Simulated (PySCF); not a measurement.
PySCF input file for Ge(H)2 cation (GeH₂), SMILES [GeH2] (connectivity only; charge and spin as stated), charge +1, multiplicity 2, C-PCM-B3LYP/def2-TZVPD. Geometry optimised at B3LYP-D3(BJ)/def2-TZVPD. The multiplicity is an assumed one; other spin states were not compared. The isomer is the one that the SMILES or the coordinates give; other isomers of the formula were not compared.

```python
import numpy as np
from pyscf import gto, scf, dft
from pyscf.solvent import pcm

mol = gto.M(
    atom='''
    Ge    0.00000000    0.00000000    0.04566757
    H     0.00000000    1.35176753   -0.73068118
    H     0.00000000   -1.35176754   -0.73068118
    ''',
    basis='def2-TZVPD',
    charge=1,
    spin=1,
    max_memory=1600,
    verbose=3,
)
mf = dft.UKS(mol, xc='b3lyp').density_fit(auxbasis='def2-universal-jkfit')
mf.grids.level = 3
mf.conv_tol = 1e-9
mf.max_cycle = 100
mf.kernel()
fine, coarse = mf.grids, dft.Grids(mol).set(level=1).build(with_non0tab=True)
for _ in range(3):  # follow internal instabilities
    mf.grids = coarse
    mo, _, stable, _ = mf.stability(return_status=True, nroots=4)
    mf.grids = fine
    if stable:
        break
    mf.kernel(mf.make_rdm1(mo, mf.mo_occ))
res = {}
for name, eps in {'water': 78.355, 'n-hexane': 1.8819, 'cyclohexanone': 15.619}.items():
    s = mf.PCM()
    s.with_solvent.method, s.with_solvent.eps, s.with_solvent.lebedev_order = 'C-PCM', eps, 29
    s.kernel(mf.make_rdm1())
    res[name] = (s.e_tot, eps, s.dip_moment(), s.mo_energy, s.converged)
    print(f'{name}: electrostatic solvation free energy {(s.e_tot - mf.e_tot) * 627.509474:.3f} kcal/mol')
```

Output:

```

WARN: HOMO -0.199556507934264 >= LUMO -0.199556507934262

converged SCF energy = -2077.8629419285  <S^2> = 0.752609  2S+1 = 2.0026073
<class 'pyscf.df.df_jk.DFUKS'> wavefunction is stable in the internal stability analysis

WARN: PCM is an experimental feature. It is still in testing.
Features and APIs may be changed in the future.

converged SCF energy = -2077.96743336591  <S^2> = 0.75260648  2S+1 = 2.0026048

WARN: System has nonzero charge 1; the dipole moment is origin-dependent.
Location of origin: [0. 0. 0.]

Dipole moment(X, Y, Z, Debye):  0.00000, -0.00000, -0.38826
water: electrostatic solvation free energy -65.569 kcal/mol

WARN: PCM is an experimental feature. It is still in testing.
Features and APIs may be changed in the future.

converged SCF energy = -2077.91251511454  <S^2> = 0.7526071  2S+1 = 2.0026054

WARN: System has nonzero charge 1; the dipole moment is origin-dependent.
Location of origin: [0. 0. 0.]

Dipole moment(X, Y, Z, Debye):  0.00000, -0.00000, -0.34467
n-hexane: electrostatic solvation free energy -31.108 kcal/mol

WARN: PCM is an experimental feature. It is still in testing.
Features and APIs may be changed in the future.

converged SCF energy = -2077.96200210217  <S^2> = 0.75260641  2S+1 = 2.0026047

WARN: System has nonzero charge 1; the dipole moment is origin-dependent.
Location of origin: [0. 0. 0.]

Dipole moment(X, Y, Z, Debye): -0.00000, -0.00000, -0.38345
cyclohexanone: electrostatic solvation free energy -62.161 kcal/mol
```

The run converged.
